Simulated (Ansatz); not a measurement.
`NC[SiH](O)F` + H₂O → `NC[SiH](O)O` + H–F  (formal hydrolysis of the Si–F bond)

Program: Ansatz. Geometries: PBE0-D4/def2-TZVP. ΔE: electronic, gas phase. CBS: MP2 limit from def2 TZ/QZ plus the TZ coupled-cluster correction, frozen cores. This one scheme is used for every species. Functionals use def2-TZVPP. One conformer a species, not always the lowest.

`NC[SiH](O)F`:

Z-matrix (Å, degrees):
```
C
Si 1 1.881
N 1 1.469 2 108.8
H 1 1.095 2 105.4 3 -115.8
H 1 1.098 2 113.1 3 128.6
F 2 1.598 1 108.4 3 141.4
O 2 1.629 1 106.0 3 22.0
H 2 1.480 1 115.9 3 -100.6
H 3 1.013 1 110.8 2 76.9
H 3 1.012 1 111.1 2 -164.7
H 7 0.969 2 109.9 1 0.8
```

H₂O:

Cartesian coordinates in Å:
```
O 0.144 0.302 -0.198
H -0.363 -0.435 -0.545
H 0.219 0.132 0.743
```

`NC[SiH](O)O`:

```xyz
12

N    -0.603    1.584   -0.135
C     0.130    0.486   -0.779
Si   -0.081   -1.061    0.276
O     1.090   -2.181    0.033
O    -0.058   -0.499    1.819
H    -1.602    1.460   -0.245
H    -0.375    2.476   -0.557
H    -0.123    0.321   -1.835
H     1.199    0.731   -0.754
H    -1.341   -1.780   -0.037
H     1.956   -1.995    0.398
H    -0.192    0.459    1.815
```

H–F:

```xyz
2

F     0.219    0.150    0.376
H    -0.219   -0.150   -0.376
```

```json
{"level": "r2SCAN-D4", "ΔE (kJ/mol)": "46.0", "difference from CCSD(T)/CBS": "2.2"}
{"level": "ωB97M-V", "ΔE (kJ/mol)": "45.0", "difference from CCSD(T)/CBS": "1.2"}
{"level": "PBE", "ΔE (kJ/mol)": "45.5", "difference from CCSD(T)/CBS": "1.7"}
{"level": "r2SCAN", "ΔE (kJ/mol)": "46.6", "difference from CCSD(T)/CBS": "2.8"}
{"level": "PBE0", "ΔE (kJ/mol)": "44.4", "difference from CCSD(T)/CBS": "0.6"}
{"level": "HF/def2-TZVPP", "ΔE (kJ/mol)": "49.4", "difference from CCSD(T)/CBS": "5.6"}
{"level": "CCSD/def2-TZVPP", "ΔE (kJ/mol)": "43.5", "difference from CCSD(T)/CBS": "-0.3"}
{"level": "CCSD(T)/def2-TZVPP", "ΔE (kJ/mol)": "42.4", "difference from CCSD(T)/CBS": "-1.4"}
{"level": "SCS-MP2/def2-QZVPP", "ΔE (kJ/mol)": "44.3", "difference from CCSD(T)/CBS": "0.5"}
{"level": "HF/CBS(def2)", "ΔE (kJ/mol)": "50.9", "difference from CCSD(T)/CBS": "7.1"}
{"level": "CCSD(T)/CBS", "ΔE (kJ/mol)": "43.8", "difference from CCSD(T)/CBS": "0"}
```

Largest T1 diagnostic among the species: 0.011.

In def2-TZVPP, CCSD(T) changes the Hartree–Fock value by −7.0 kJ/mol (the triples alone add −1.1 kJ/mol) and MP2 by −8.7 kJ/mol. The D4 term adds −3.0 kJ/mol with B3LYP and −1.7 kJ/mol with PBE0; it sums over pairs of atoms, weighted by their polarisabilities, and B3LYP, whose exchange is more repulsive, gets the larger term.

CCSD(T)/CBS has its own doubt, a few kJ/mol and more with outer-core shells, so smaller differences from it don't rank the levels.

B3LYP here is the variant with VWN-RPA as its local correlation; programs differ in this.
